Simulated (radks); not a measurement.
Question: Radial electron density D(r) = 4 pi r^2 rho(r) of an atom or ion with 27 electrons. All-electron calculation, non-relativistic Kohn-Sham, BLYP, spin-polarised, spherical densities, point nucleus. Program: a radial shooting solver on a logarithmic mesh with Libxc functionals.

r (bohr),D(r) (e/bohr),spin D(r)
0.005819,4.159,-0.00000188
0.00672,5.284,-0.00000237
0.007761,6.662,-0.00000294
0.008891,8.228,-0.00000355
0.01027,10.19,-0.00000423
0.01186,12.47,-0.00000485
0.0137,15.07,-0.00000523
0.01582,17.94,-0.00000493
0.01827,20.99,-0.00000313
0.0211,24.08,0.00000192
0.02417,26.85,0.0000128
0.02791,29.40,0.0000376
0.03224,31.30,0.0000903
0.03723,32.32,0.000201
0.04299,32.31,0.000429
0.04965,31.30,0.000897
0.05734,29.54,0.00185
0.0657,27.65,0.00360
0.07587,26.04,0.00719
0.08763,25.49,0.0141
0.1012,26.47,0.0271
0.1169,28.94,0.0508
0.135,32.26,0.0926
0.1559,35.24,0.163
0.1786,36.51,0.270
0.2062,35.27,0.444
0.2382,31.25,0.698
0.2751,25.44,1.05
0.3177,19.64,1.50
0.3669,15.66,2.02
0.4237,14.44,2.58
0.4855,15.44,3.07
0.5606,17.35,3.44
0.6475,18.41,3.57
0.7478,17.60,3.43
0.8636,14.98,3.06
0.9973,11.40,2.54
1.152,7.910,1.97
1.32,5.299,1.47
1.524,3.446,1.03
1.76,2.370,0.698
2.033,1.774,0.466
2.347,1.403,0.314
2.711,1.104,0.220
3.131,0.8247,0.161
3.587,0.5822,0.124
4.143,0.3682,0.0935
4.784,0.2110,0.0678
5.525,0.1095,0.0456
6.381,0.05159,0.0277
7.369,0.02218,0.0149
8.511,0.008715,0.00692
9.751,0.003282,0.00290
11.26,0.001027,0.000972
13,0.0002719,0.000266

What is the nuclear charge?

Answer: Z = 27. The innermost maximum, from 1s, lies near 1/Z = 0.037 bohr (found: 0.0400), and its height grows with Z. The density is that of neutral cobalt in [Ar] 3d6.5 4s2 4p0.5; the configuration itself is not fixed sharply by these data, and Z only to about a unit. D(r) has 3 maxima, at r = 0.0400, 0.180, 0.658 bohr, and minima at 0.0862, 0.420 bohr, inside which lie 2.12, 10.73 electrons.
